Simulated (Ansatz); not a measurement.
Computed with Ansatz on PBE0-D4/def2-TZVP structures; ΔE is electronic, products minus reactants. CBS: MP2 limit from def2 TZ/QZ plus the TZ coupled-cluster correction, frozen cores. This one scheme is used for every species. DFT in def2-TZVPP. B3LYP here is the variant with VWN-RPA as its local correlation; programs differ in this. One conformer a species, not always the lowest.

Reaction (ligand exchange at the Si–C bond): `N[SiH2]C(O)(F)F` + `C[SiH2]O` → `C[SiH2]O[SiH2]N` + `OC(F)F`

```json
{"level": "PBE-D4", "ΔE (kcal/mol)": "-32.3", "difference from CCSD(T)/CBS": "3.9"}
{"level": "r2SCAN-D4", "ΔE (kcal/mol)": "-35.5", "difference from CCSD(T)/CBS": "0.7"}
{"level": "B3LYP-D4", "ΔE (kcal/mol)": "-36.1", "difference from CCSD(T)/CBS": "0.1"}
{"level": "ωB97X-V", "ΔE (kcal/mol)": "-35.3", "difference from CCSD(T)/CBS": "0.9"}
{"level": "ωB97M-V", "ΔE (kcal/mol)": "-35.3", "difference from CCSD(T)/CBS": "0.9"}
{"level": "PBE", "ΔE (kcal/mol)": "-32.2", "difference from CCSD(T)/CBS": "4.0"}
{"level": "PBE0", "ΔE (kcal/mol)": "-34.7", "difference from CCSD(T)/CBS": "1.5"}
{"level": "B3LYP", "ΔE (kcal/mol)": "-35.9", "difference from CCSD(T)/CBS": "0.3"}
{"level": "MP2/def2-TZVPP", "ΔE (kcal/mol)": "-38.0", "difference from CCSD(T)/CBS": "-1.8"}
{"level": "CCSD/def2-TZVPP", "ΔE (kcal/mol)": "-37.8", "difference from CCSD(T)/CBS": "-1.6"}
{"level": "HF/def2-QZVPP", "ΔE (kcal/mol)": "-42.6", "difference from CCSD(T)/CBS": "-6.4"}
{"level": "MP2/def2-QZVPP", "ΔE (kcal/mol)": "-37.7", "difference from CCSD(T)/CBS": "-1.5"}
{"level": "SCS-MP2/def2-QZVPP", "ΔE (kcal/mol)": "-38.0", "difference from CCSD(T)/CBS": "-1.8"}
{"level": "HF/CBS(def2)", "ΔE (kcal/mol)": "-42.6", "difference from CCSD(T)/CBS": "-6.4"}
{"level": "MP2/CBS(def2)", "ΔE (kcal/mol)": "-37.2", "difference from CCSD(T)/CBS": "-1.0"}
{"level": "CCSD/CBS(def2)", "ΔE (kcal/mol)": "-37.0", "difference from CCSD(T)/CBS": "-0.8"}
{"level": "CCSD(T)/CBS", "ΔE (kcal/mol)": "-36.2", "difference from CCSD(T)/CBS": "0"}
```

Largest T1 diagnostic among the species: 0.012.

In def2-TZVPP, CCSD(T) changes the Hartree–Fock value by +5.1 kcal/mol (the triples alone add +0.8 kcal/mol) and MP2 by +4.1 kcal/mol. From PBE to PBE0 (25 % exact exchange), in def2-TZVPP and without D4, ΔE moves by −2.5 kcal/mol.
